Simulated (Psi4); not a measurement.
CF4, singlet, at a GFN2-xTB geometry. Base run: HF/STO-3G run with Psi4.

Geometry (Å):
```xyz
5

C      0.0000     0.0000     0.0000
F      0.7616     0.7667     0.7477
F     -0.7494    -0.7569     0.7696
F     -0.7679     0.7506    -0.7574
F      0.7558    -0.7604    -0.7599
```
Charge 0, spin multiplicity 1.
All else is at Psi4's defaults (density fitting).
Base energy -429.56735 Eh.

The base run was repeated with changes; each row names its change, and settings that it needs were set with it.

```json
[
 {"change": "base", "ΔE vs base (mEh)": "0.000", "SCF cycles": "6", "basis functions": "25"},
 {"change": "e_convergence = 1e-10", "ΔE vs base (mEh)": "0.000", "SCF cycles": "8", "basis functions": "25"},
 {"change": "guess = modhuckel", "ΔE vs base (mEh)": "0.000", "SCF cycles": "7", "basis functions": "25"},
 {"change": "diis_max_vecs = 15", "ΔE vs base (mEh)": "0.000", "SCF cycles": "6", "basis functions": "25"},
 {"change": "scf_type = dfdirj+link", "ΔE vs base (mEh)": "-1.662", "SCF cycles": "6", "basis functions": "25"},
 {"change": "damping_percentage = 20", "ΔE vs base (mEh)": "0.001", "SCF cycles": "12", "basis functions": "25"},
 {"change": "scf_initial_accelerator = none", "ΔE vs base (mEh)": "0.000", "SCF cycles": "6", "basis functions": "25"},
 {"change": "ints_tolerance = 1e-8", "ΔE vs base (mEh)": "0.000", "SCF cycles": "6", "basis functions": "25"},
 {"change": "scf_type = cd", "ΔE vs base (mEh)": "0.664", "SCF cycles": "6", "basis functions": "25"},
 {"change": "scf_type = disk_df", "ΔE vs base (mEh)": "0.000", "SCF cycles": "6", "basis functions": "25"},
 {"change": "basis_guess = true", "ΔE vs base (mEh)": "0.000", "SCF cycles": "5", "basis functions": "25"},
 {"change": "scf_type = pk", "ΔE vs base (mEh)": "0.393", "SCF cycles": "6", "basis functions": "25"},
 {"change": "scf_type = direct", "ΔE vs base (mEh)": "0.393", "SCF cycles": "8", "basis functions": "25"}
]
```
